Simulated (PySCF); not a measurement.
## Mayer bond orders and bond lengths

Species: C₅H₇FSSi.
SMILES with atom numbers: `[CH:1]#[C:2][CH2:3]/[C:4](=[CH:5]/[F:6])[S:7][SiH3:8]` (hydrogens: H9 on C1; H10, H11 on C3; H12 on C5; H13, H14, H15 on Si8)

Cartesian coordinates in Å at the GFN2-xTB level; atoms count from 1:
```
atom  x, y, z in Å
C1    -3.3205   -1.3121    0.1705
C2    -2.3564   -1.0109   -0.4711
C3    -1.2056   -0.6576   -1.2745
C4    -0.0722   -0.0399   -0.4968
C5    -0.1430    0.1266    0.8156
F6     0.8544    0.6772    1.5511
S7     1.2827    0.4039   -1.5372
Si8    2.8743    1.1626   -0.2755
H9    -4.1666   -1.5756    0.7315
H10   -1.5126    0.0452   -2.0558
H11   -0.8284   -1.5534   -1.7785
H12   -0.9891   -0.1581    1.4204
H13    3.2762    0.1067    0.6382
H14    3.8710    1.3954   -1.3124
H15    2.4312    2.3980    0.3468
```

Bond orders from the PBE0/pcSseg-1 density (PySCF). Isolated species at its GFN2-xTB geometry (one conformer only).

(1) How far do the computed orders between heavy atoms stray from the drawn ones?

(2) Set the Mayer orders of the bonds beside their lengths.

Results:

(1) The largest departure is 0.481, at C1–C2 (drawn triple, 2.519). Drawn double or triple, more than 0.30 short of the drawn order: C1–C2 (2.519).

(2) 
| bond | drawn as | length (Å) | Mayer order |
| --- | --- | --- | --- |
| C1–C2 | triple | 1.197 | 2.519 |
| C2–C3 | single | 1.447 | 1.120 |
| C3–C4 | single | 1.507 | 0.985 |
| C4–C5 | double | 1.325 | 1.780 |
| C5–F6 | single | 1.356 | 0.889 |
| C4–S7 | single | 1.765 | 1.103 |
| S7–Si8 | single | 2.168 | 0.884 |
| C1–H9 | single | 1.049 | 1.154 |
| C3–H10 | single | 1.095 | 0.893 |
| C3–H11 | single | 1.095 | 0.891 |
| C5–H12 | single | 1.078 | 0.959 |
| Si8–H13 | single | 1.453 | 0.933 |
| Si8–H14 | single | 1.457 | 0.923 |
| Si8–H15 | single | 1.452 | 0.931 |

By pair of heavy elements: C–C: lowest C3–C4 (0.985, 1.507 Å), highest C1–C2 (2.519, 1.197 Å).

**Question.** Sum the orders of all bonds at each heavy atom with more than one neighbour and set the sums beside the valence in the SMILES.

**Answer.** C1 3.673 (drawn 4), C2 3.639 (drawn 4), C3 3.889 (drawn 4), C4 3.868 (drawn 4), C5 3.628 (drawn 4), S7 1.987 (drawn 2), Si8 3.671 (drawn 4). Orders between atoms that aren't bonded are not in these sums.

The Mayer order sums products of elements of PS (density times overlap matrix) between the two atoms' basis functions, so it depends on the basis set.

These values come from a run that also computed NMR shieldings. Hardware: Arm Neoverse V2, one thread, shared host with 32 logical CPUs at a one-minute load of 35. Cost: 24 s wall, 0.89 GiB resident at most.
